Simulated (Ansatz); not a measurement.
Molecule: 2,2-difluoropropanal, C3H4F2O, charge 0, multiplicity 1. SMILES: CC(F)(F)C=O
Structure (B3LYP-D3(BJ)/def2-TZVP (Ansatz, an electronic-structure program) minimum search):
```xyz
10

C     -1.2585    -0.8599     0.3058
C     -0.2744     0.1860    -0.1194
F     -0.3554     0.4131    -1.4735
F     -0.5464     1.3899     0.4875
C      1.2045    -0.1098     0.1720
O      1.5864    -1.1097     0.7073
H     -1.1905    -1.0141     1.3811
H     -2.2623    -0.5292     0.0433
H     -1.0369    -1.7998    -0.1963
H      1.8854     0.6958    -0.1630
```
Charge 0, spin multiplicity 1.

Wanted: atomisation energy (electronic, to ground-state atoms), in kcal/mol. Valence correlation only, unless marked. Open shells are spin-unrestricted. Spin-orbit coupling is left out. Non-relativistic. The coupled-cluster limit lacks core correlation, which all-electron functionals hold. CBS(X,Y): correlation extrapolated as X^-3; Hartree-Fock from the larger set. The bracket is a focal-point correction in the basis named.

```csv
level,program,atomisation energy (kcal/mol),rough core time
HF/aug-cc-pVQZ,Ansatz,701.1,30 s
PBE-D3(BJ)/def2-TZVPD,Ansatz + dftd3,1032.3,under 20 s
PBE-D4/def2-TZVPD,Ansatz + dftd4,1032.3,under 20 s
BLYP-D3(BJ)/def2-TZVPD,Ansatz + dftd3,999.0,under 20 s
PBE0/STO-3G,Ansatz,1081.4,under 20 s
PBE0/6-31G*,Ansatz,1003.2,under 20 s
PBE0-D3(BJ)/def2-TZVP,Ansatz + dftd3,1000.6,under 20 s
PBE-QIDH/def2-TZVPD,Ansatz,987.0,23 s
RPA@PBE/cc-pVQZ,Ansatz,926.5,70 s
"RI-MP2/CBS(cc-pVTZ,cc-pVQZ)+[CCSD(T)-MP2]/cc-pVTZ",Ansatz,995.1,2.9 min
```

Core times are rough, on shared machines, summed over the molecules involved; a dash marks a level read off another run, or run on other hardware, by another program or under a memory cap.
